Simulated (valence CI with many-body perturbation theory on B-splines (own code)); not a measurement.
## E1 transitions of Ru³⁺

Computed by relativistic CI+MBPT: five valence electrons over a frozen Dirac-Fock core [Kr], radial functions for each j: 7 s, 7 p, 8 d, 6 f, 4 g, 1 h, with the one-electron correlation potential Σ1 (screened to all orders), the two-electron term Σ2, the three-electron term Σ3, Breit, model QED; selected single and double excitations, second order for the rest, scaled by the run's own slope (own B-spline code, finite nucleus).

No measured levels were compared; by estimate terms of the open shell hold to 2 to 4 % of their energy, and close levels can change places; different configurations can be misplaced against each other by 1,000 to 8,000 cm⁻¹. Among the levels kept, up to 2700 cm⁻¹ of a level comes from second order outside the variational space, and about a tenth of that is noise between levels of different J, which matters for small intervals.

Lines 251 to 300 of 573 in falling wavelength, among levels below 21.821 eV, chosen from the strongest by gf and those to the six lowest levels. Wavelengths and rates use the calculated energies, so an error of 2000 cm⁻¹ moves a line at 1696 Å by 3.4 % and its rate by three times that or more. Electric multipoles are in the length gauge, E1 and E2 with the static RPA response of the core. Weak lines are less certain than strong ones. Lines between different terms over intervals too small for the method are left out, as are lines whose strength nearly cancels. Where a level lies close to another of its J and parity, the split of strength between their lines is uncertain. The highest levels of a list are the least certain.

Names give the largest LS component (configuration and term), which can be under half, so a name can repeat, a term be missing and a line seem to break the LS rules; names also repeat where a configuration has a term twice. Letters in brackets count levels of one name in rising energy.

```
λ vac (Å)                Upper              Lower   A (s⁻¹)  S (a.u.) with core polarisation  S without
     1696   4d4.5p 2G°_9/2 [b]  4d4.5s 4D_7/2 [b]  1.20e+08                         2.90e+00   3.27e+00
     1693   4d4.5p 4G°_9/2 [d]      4d4.5s 2H_9/2  5.09e+07                         1.22e+00   1.36e+00
     1693   4d4.5p 4G°_5/2 [b]      4d4.5s 4H_7/2  1.18e+08                         1.70e+00   1.93e+00
     1693   4d4.5p 4G°_9/2 [c]     4d4.5s 4H_11/2  2.30e+08                         5.50e+00   6.24e+00
     1692  4d4.5p 2I°_13/2 [c]     4d4.5s 2H_11/2  7.54e+07                         2.53e+00   2.83e+00
     1688   4d4.5p 4F°_7/2 [c]  4d4.5s 4F_7/2 [a]  1.36e+08                         2.58e+00   2.92e+00
     1688   4d4.5p 4F°_3/2 [c]  4d4.5s 4F_3/2 [a]  2.19e+08                         2.08e+00   2.36e+00
     1686   4d4.5p 2G°_7/2 [b]  4d4.5s 4P_5/2 [a]  9.89e+07                         1.87e+00   2.12e+00
     1686       4d4.5p 4S°_3/2  4d4.5s 4P_5/2 [a]  1.21e+08                         1.15e+00   1.30e+00
     1684   4d4.5p 4F°_5/2 [e]  4d4.5s 4D_3/2 [b]  3.40e+08                         4.81e+00   5.45e+00
     1684   4d4.5p 4P°_3/2 [b]  4d4.5s 4P_1/2 [a]  3.12e+08                         2.94e+00   3.32e+00
     1683       4d4.5p 6P°_3/2      4d4.5s 6D_3/2  2.24e+08                         2.11e+00   2.40e+00
     1681   4d4.5p 4F°_7/2 [c]  4d4.5s 4F_5/2 [a]  7.09e+07                         1.33e+00   1.51e+00
     1681   4d4.5p 2G°_9/2 [a]      4d4.5s 4G_9/2  6.13e+07                         1.44e+00   1.63e+00
     1680   4d4.5p 2F°_5/2 [a]      4d4.5s 4G_5/2  9.45e+07                         1.33e+00   1.50e+00
     1679  4d4.5p 2I°_13/2 [a]     4d4.5s 4H_11/2  7.33e+07                         2.40e+00   2.70e+00
     1678  4d4.5p 2I°_11/2 [a]      4d4.5s 4H_9/2  6.06e+07                         1.70e+00   1.91e+00
     1677   4d4.5p 4G°_7/2 [b]      4d4.5s 4H_9/2  1.97e+08                         3.67e+00   4.17e+00
     1676   4d4.5p 4H°_9/2 [c]  4d4.5s 4F_9/2 [a]  7.23e+07                         1.68e+00   1.90e+00
     1673   4d4.5p 4D°_1/2 [c]  4d4.5s 4F_3/2 [a]  4.74e+08                         2.19e+00   2.48e+00
     1672   4d4.5p 4F°_7/2 [d]  4d4.5s 4D_5/2 [b]  3.86e+08                         7.12e+00   8.04e+00
     1671  4d4.5p 4G°_11/2 [b]     4d4.5s 4H_13/2  3.83e+07                         1.06e+00   1.20e+00
     1671   4d4.5p 4P°_5/2 [b]  4d4.5s 4P_3/2 [a]  1.13e+08                         1.56e+00   1.76e+00
     1671   4d4.5p 2F°_7/2 [b]      4d4.5s 4G_7/2  1.25e+08                         2.30e+00   2.60e+00
     1670   4d4.5p 2G°_7/2 [e]  4d4.5s 2G_7/2 [a]  2.45e+08                         4.51e+00   5.06e+00
     1669       4d4.5p 6P°_3/2      4d4.5s 6D_1/2  3.78e+08                         3.46e+00   3.94e+00
     1667   4d4.5p 4G°_7/2 [b]      4d4.5s 4H_7/2  9.07e+07                         1.66e+00   1.88e+00
     1666   4d4.5p 2D°_3/2 [b]  4d4.5s 4P_5/2 [a]  1.25e+08                         1.14e+00   1.29e+00
     1665   4d4.5p 2H°_9/2 [b]  4d4.5s 4D_7/2 [b]  2.00e+08                         4.56e+00   5.16e+00
     1664   4d4.5p 2G°_9/2 [b]     4d4.5s 2H_11/2  1.44e+08                         3.27e+00   3.67e+00
     1664   4d4.5p 4D°_3/2 [c]  4d4.5s 4F_3/2 [a]  1.78e+08                         1.62e+00   1.83e+00
     1662   4d4.5p 4D°_5/2 [c]  4d4.5s 4F_3/2 [a]  9.04e+07                         1.23e+00   1.39e+00
     1662   4d4.5p 4F°_9/2 [d]  4d4.5s 2F_7/2 [a]  9.63e+07                         2.18e+00   2.46e+00
     1661   4d4.5p 4H°_9/2 [b]      4d4.5s 4H_9/2  1.03e+08                         2.32e+00   2.62e+00
     1658       4d4.5p 6D°_9/2      4d4.5s 6D_9/2  2.54e+08                         5.72e+00   6.49e+00
     1657       4d4.5p 6D°_5/2      4d4.5s 6D_5/2  2.06e+08                         2.78e+00   3.16e+00
     1651   4d4.5p 4D°_5/2 [c]  4d4.5s 4F_5/2 [a]  9.27e+07                         1.24e+00   1.40e+00
     1651  4d4.5p 4G°_11/2 [b]     4d4.5s 4H_11/2  8.84e+07                         2.36e+00   2.66e+00
     1651   4d4.5p 2H°_9/2 [c]     4d4.5s 2I_11/2  4.08e+08                         9.06e+00   1.02e+01
     1651  4d4.5p 2I°_11/2 [b]     4d4.5s 4G_11/2  3.86e+07                         1.03e+00   1.17e+00
     1650   4d4.5p 4H°_9/2 [b]      4d4.5s 4H_7/2  8.24e+07                         1.83e+00   2.06e+00
     1650   4d4.5p 4F°_9/2 [d]  4d4.5s 4D_7/2 [b]  1.31e+08                         2.90e+00   3.28e+00
     1649   4d4.5p 2H°_9/2 [c]  4d4.5s 2G_7/2 [a]  6.24e+07                         1.38e+00   1.54e+00
     1649  4d4.5p 2H°_11/2 [d]     4d4.5s 2I_11/2  1.16e+08                         3.08e+00   3.46e+00
     1648   4d4.5p 2G°_7/2 [c]      4d4.5s 4G_7/2  1.73e+08                         3.06e+00   3.47e+00
     1647   4d4.5p 4G°_5/2 [c]      4d4.5s 4H_7/2  2.97e+08                         3.92e+00   4.45e+00
     1645   4d4.5p 4G°_9/2 [d]      4d4.5s 4G_9/2  2.61e+08                         5.74e+00   6.50e+00
     1644       4d4.5p 6D°_7/2      4d4.5s 6D_7/2  2.20e+08                         3.87e+00   4.39e+00
     1644   4d4.5p 4H°_7/2 [b]      4d4.5s 4H_7/2  1.10e+08                         1.93e+00   2.18e+00
     1637   4d4.5p 4G°_5/2 [d]      4d4.5s 4G_5/2  2.14e+08                         2.78e+00   3.15e+00
```
